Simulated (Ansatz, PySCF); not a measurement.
This PySCF input computes a CCSD(T)/cc-pVDZ energy:

```python
from pyscf import gto, scf, mp, cc as ccmod

mol = gto.M(
    atom='''
    O    -0.00000000   -0.00000000   -2.05214360
    B    -0.00000000   -0.00000000   -0.81622604
    B     0.00000000    0.00000000    0.81622604
    O     0.00000000    0.00000000    2.05214360
    ''',
    basis='cc-pvdz',
    charge=1,
    spin=1,
    symmetry='D2h',
    verbose=4,
)

mf = scf.UHF(mol)
mf.conv_tol = 1e-10
mf.max_cycle = 100
mf.kernel()
mp2 = mp.MP2(mf, frozen=4).run()
cc = ccmod.CCSD(mf, frozen=4)
cc.max_cycle = 100
cc.kernel()
et = cc.ccsd_t()
print(f'E(CCSD(T)) = {cc.e_tot + et:.9f}')
```

Problem. Write an input for the same energy in Ansatz (an electronic-structure program) and say what it gives.

Solution. 
Ansatz 0.2 input:
```yaml
crystal:
  periodic: [false, false, false]
  atoms:
    - {symbol: O, position_ang: [-0.00000000, -0.00000000, -2.05214360]}
    - {symbol: B, position_ang: [-0.00000000, -0.00000000, -0.81622604]}
    - {symbol: B, position_ang: [0.00000000, 0.00000000, 0.81622604]}
    - {symbol: O, position_ang: [0.00000000, 0.00000000, 2.05214360]}
basis:
  gaussian:
    orbitals: cc-pVDZ
total_charge: 1
magnetization: {spin_polarized: true, initial_magnetization: 1}
correlation: {method: ccsd_t, electrons: outside_noble_gas}
```
It gives -199.25475 Eh, and PySCF -199.18987 Eh, a difference of 64.88 mEh. That is more than fitting and grids explain: the two runs ended on different electronic states or use different definitions.
